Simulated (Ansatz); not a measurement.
Molecule: H₂O (charge +1, doublet). SMILES: [OH2+]
Geometry: optimised at B3LYP-D3(BJ)/def2-TZVP (Ansatz, an electronic-structure program).

Property: vertical ionisation energy (to the triplet state of charge +2; each state is the SCF solution reached for its spin), in eV. Correlated levels leave the core frozen unless marked. UHF or UKS for open shells. No spin-orbit coupling. No relativistic terms. CBS(X,Y): correlation extrapolated as X^-3; Hartree-Fock from the larger set.

CCSD(T)/CBS(aug-cc-pVTZ,aug-cc-pVQZ) (Ansatz) gives 26.99 eV.

Q: Another calculation gave 26.97 eV. Which level was it?
A) SVWN5/def2-TZVPD (Ansatz)
B) B2PLYP/def2-TZVPD (Ansatz)
C) PBE/def2-TZVPD (Ansatz)
D) BHLYP/def2-TZVPD (Ansatz)

A: B, B2PLYP/def2-TZVPD (Ansatz). The others give 27.28 (SVWN5), 26.84 (BHLYP), 27.15 (PBE) eV.
